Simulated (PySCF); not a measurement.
Isomers C$_{7}$H$_{7}$ClO$_{3}$:

A. SMILES c1(C)c(OC)oc(C(=O)Cl)c1
B. `CC(C)C1=C(Cl)C(=O)OC1=O`
C. `COC(=O)C1=CCC(Cl)=CO1`

Spectrum 1. $^{13}$C{$^{1}$H} NMR (computed): δ 168.8 (C), 165.8 (C), 156.7 (C), 147.1 (C), 31.9 (CH), 21.9 (CH3).

Spectrum 2. $^{13}$C{$^{1}$H} NMR (computed): δ 168.6 (C), 160.0 (C), 138.9 (C), 136.1 (CH), 107.1 (C), 57.4 (CH3), 10.2 (CH3).

Spectrum 3. $^{13}$C{$^{1}$H} NMR (computed): δ 168.5 (C), 148.4 (C), 146.1 (CH), 123.0 (C), 118.6 (CH), 54.0 (CH3), 34.1 (CH2).

PySCF 2.14 calculation with GFN2-xTB structure and NMR shieldings at PBE0/pcSseg-1/GIAO; rapidly exchanging positions averaged, no relativistic terms, one conformer, in vacuum.

δ = σ(ref) − σ, references computed at the same level: $^{13}$C (σref 186.93) against TMS. Shifts are as computed. Against solution values, carbons near 30 ppm lie about +3 ppm off and those near 130 ppm about +5 ppm; carbons on Cl a further +6 ppm. Of 1211 compounds with measured shifts, 218 miss one by over three times the rms of a fit or turn the order of signals round; such compounds aren't used in these exercises. Carbons bonded to Cl come out too deshielded.

Question: Which spectrum belongs to which compound?

Answer: 1–B, 2–A, 3–C.

- Spectrum 1 (B): 6 $^{13}$C signals; δC 168.8 is an anhydride carbonyl carbon; δC 165.8 is an anhydride carbonyl carbon.
- Spectrum 2 (A): 7 $^{13}$C signals; δC 168.6 is an aromatic carbon bearing oxygen; δC 136.1 is an aromatic CH.
- Spectrum 3 (C): 7 $^{13}$C signals; δC 168.5 is an ester carbonyl carbon; δC 148.4 is an alkene carbon bearing oxygen.
